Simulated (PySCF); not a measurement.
HSi, SMILES [SiH] (connectivity only; charge and spin as stated), neutral, multiplicity 2. Atoms are numbered in the order given.

```xyz
2

Si     0.0000     0.0000    -0.1020
H      0.0000     0.0000     1.4276
```
Charge 0, spin multiplicity 2.

Geometry: r2SCAN-D4/def2-TZVPD.

The numbers are results of SMD-M06-2X/def2-SVP (PySCF), not measurements.

Solvation free energies are E(SMD) − E(gas) at the gas-phase geometry, for 1 M in both phases. In vacuum the dipole moment is 0.25 D.

```json
[
 {"solvent": "water", "ΔG(solv) (kcal/mol)": "-0.8", "its non-electrostatic (CDS) part": "0.6", "dipole (D)": "0.31"},
 {"solvent": "ethylethanoate", "ΔG(solv) (kcal/mol)": "-1.8", "its non-electrostatic (CDS) part": "-0.8", "dipole (D)": "0.29"},
 {"solvent": "cyclohexanone", "ΔG(solv) (kcal/mol)": "-1.7", "its non-electrostatic (CDS) part": "-0.4", "dipole (D)": "0.30"}
]
```
